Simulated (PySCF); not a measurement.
PbS, SMILES [S]=[Pb] (connectivity only; charge and spin as stated), neutral, multiplicity 1.

Geometry optimised at B3LYP-D3(BJ)/def2-TZVP. The def2 effective core potentials stand for the cores of Pb; spin–orbit coupling is left out.

Two levels are set side by side: PBE/def2-TZVPD (PySCF) and HF/def2-TZVPD (PySCF). Same geometry, gas phase. Differences are taken from unrounded values.

```csv
quantity,HF,PBE,PBE minus HF
orbital gap (eV),9.04,2.89,-6.15
highest occupied level (eV),-9.09,-6.03,3.06
lowest empty level (eV),-0.06,-3.14,-3.09
dipole moment (D),5.21,3.91,-1.30
mean polarisability (bohr³),67.0,69.7,2.7
```

PBE's occupied levels lie high since its potential decays too fast outside the molecule; exact exchange lowers them and widens the gap. Loosely held outer electrons make PBE densities more polarisable. Differences between two approximate levels are no errors against the true value.

Rough cost on one machine, each run with all the roots and properties that it gave: HF against PBE about 1/3.
